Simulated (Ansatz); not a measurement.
Abridged output of a molecular run in Ansatz:

```
Functional definition: HF
2835 factors; integrals over basis functions are off by at most 9.4e-4 eV
mean field evaluation 1: about -7353.8299 eV, gradient 5.1e1 eV
mean field evaluation 2: about -7353.9471 eV, gradient 5.1e1 eV
mean field evaluation 4: about -7358.8929 eV, gradient 4.0e0 eV
mean field evaluation 8: about -7358.9486 eV, gradient 3.1e-1 eV
mean field -7358.94887701 eV, -270.4363831556 hartree, gradient 2.8e-6 eV, S^2 0.000000; 0 other end points of the search recorded, 0 dependent functions left out
5 core orbitals not correlated: weight in the atoms' cores, before any rotation towards them, 1.000 or more for the frozen orbitals, at most 0.000 for the correlated occupied ones
reference -7358.94887701 eV, -270.4363831556 hartree; 15, 15 occupied and 445, 445 virtual orbitals, 2835 factors
second order -28.19795688 eV of doubles, -0.00000000 eV of singles
cycle   1  -27.93970262 eV  change    2.6e-1 eV  update   1.0e-1
cycle   2  -28.54230483 eV  change   -6.0e-1 eV  update   2.9e-2
cycle   3  -28.67190514 eV  change   -1.3e-1 eV  update   1.5e-2
cycle   4  -28.65291297 eV  change    1.9e-2 eV  update   3.5e-3
cycle   5  -28.65177119 eV  change    1.1e-3 eV  update   1.7e-3
cycle   6  -28.65281523 eV  change   -1.0e-3 eV  update   4.9e-4
cycle   7  -28.65245149 eV  change    3.6e-4 eV  update   1.7e-4
cycle   8  -28.65232920 eV  change    1.2e-4 eV  update   4.8e-5
cycle   9  -28.65233732 eV  change   -8.1e-6 eV  update   1.8e-5
perturbative correction -1.14405458 eV, -0.0420432305 hartree
Total energy: -7388.74526892 eV, -271.5313803614 hartree
```

Its atoms:

```xyz
11

O    -0.0781    0.6406    1.8580
B     0.7099   -0.2838    1.2434
N     0.6457   -0.5147   -0.1530
C    -0.1197    0.2781   -1.0721
O    -1.4782    0.3785   -0.6969
H    -0.7516    0.9955    1.2650
H     1.4732   -0.9218    1.9095
H     1.2143   -1.2335   -0.5647
H    -0.0156   -0.1402   -2.0795
H     0.2274    1.3161   -1.0981
H    -1.8273   -0.5147   -0.6117
```

(1) Which basis set was used?
A. def2-TZVPP
B. def2-SVP
C. def2-TZVPPD
D. def2-QZVPP

(2) Write the keys of the input that set method, charge and spin (a neutral closed shell needs none for the last two).

Answers

(1) D. It gives 465 functions.

(2) 
```yaml
correlation: {method: ccsd_t}
```
